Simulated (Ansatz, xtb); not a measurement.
# Relative energy of two conformers of CH5GeNO

Structure I: `C[O][Ge][NH2]`, a singlet. Structure II: `C[O][Ge][NH2]`, a singlet. Both are isolated molecules in the gas phase, relaxed with PBE0-D4/def2-SVP.

I (Å):

```xyz
9

C     0.1743    0.6966   -1.1088
Ge    1.1714   -1.3363    0.6490
N    -0.3808   -0.7935    1.4440
O     1.1411   -0.2508   -0.7821
H     0.4547    1.1924   -2.0531
H    -0.8282    0.2487   -1.2568
H     0.0749    1.4868   -0.3386
H    -1.0237   -0.0795    1.1158
H    -0.6953   -1.2106    2.3137
```

II (Å):

```yaml
atoms:
  - { symbol: C, position_ang: [-1.8421, 1.7891, -0.5197] }
  - { symbol: Ge, position_ang: [0.1844, 0.0686, -1.4319] }
  - { symbol: N, position_ang: [1.4160, -0.4951, -0.2315] }
  - { symbol: O, position_ang: [-0.7024, 1.0483, -0.2065] }
  - { symbol: H, position_ang: [-2.7031, 1.4520, 0.0852] }
  - { symbol: H, position_ang: [-1.6826, 2.8598, -0.2983] }
  - { symbol: H, position_ang: [-2.1372, 1.7127, -1.5856] }
  - { symbol: H, position_ang: [1.3932, -0.2108, 0.7438] }
  - { symbol: H, position_ang: [2.1855, -1.1145, -0.4561] }
```

Energies in hartree; the thermal terms are from PBE0-D4/def2-SVP harmonic frequencies (ideal gas, rigid rotor, one conformer each, 298.15 K, 1 atm) and include the zero-point energy:

|  | I | II |
| --- | --- | --- |
| E, CCSD(T)/def2-SVP | −2245.846268 | −2245.847856 |
| E, MP2/def2-SVP | −2245.797627 | −2245.799518 |
| E, MP2/def2-TZVPP | −2246.421601 | −2246.422823 |
| zero-point energy | 0.067343 | 0.067321 |
| H(298 K) − E | 0.074427 | 0.074541 |
| G(298 K) − E | 0.037339 | 0.037029 |

Question: Correct the CCSD(T) difference for the basis set by the MP2 change, then work out ΔE, ΔE₀, ΔH and ΔG for I → II in kcal/mol (1 Eh = 627.51 kcal/mol) and the equilibrium ratio [II]/[I].

Answer: 1. Differences II − I: CCSD(T) −0.001588, MP2 in the small set −0.001891, MP2 in the large set −0.001222 Eh.
2. ΔE = −0.001588 + (−0.001222 − (−0.001891)) = −0.000919 Eh = −0.58 kcal/mol.
3. ΔE₀ = ΔE + ΔZPE = −0.000919 + (−0.000022) Eh = −0.59 kcal/mol.
4. ΔH = ΔE + (+0.000114) Eh = −0.51 kcal/mol.
5. ΔG = ΔE + (−0.000310) Eh = −0.77 kcal/mol, so ΔS = (ΔH − ΔG)/T = +3.7 J/(mol K).
6. kT = 0.9442 mEh, so K = [II]/[I] = exp(−ΔG/kT) = exp(+1.30) ≈ 3.7.

The two are too close for this level to say which is favoured. An error of 1 kcal/mol in ΔG would change K by a factor of 5.4. Mirror images and further conformers aren't counted.

Other levels gave ΔE = −0.9 (PBE0-D4/def2-SVP); −1.2 (HF/def2-SVP); −1.2 (MP2/def2-SVP); −1.0 (CCSD(T)/def2-SVP) kcal/mol. The correlated steps freeze 12 core orbitals; the filled d shell of Ge is correlated, in a basis made for valence electrons. Programs: Ansatz 0.2.0.
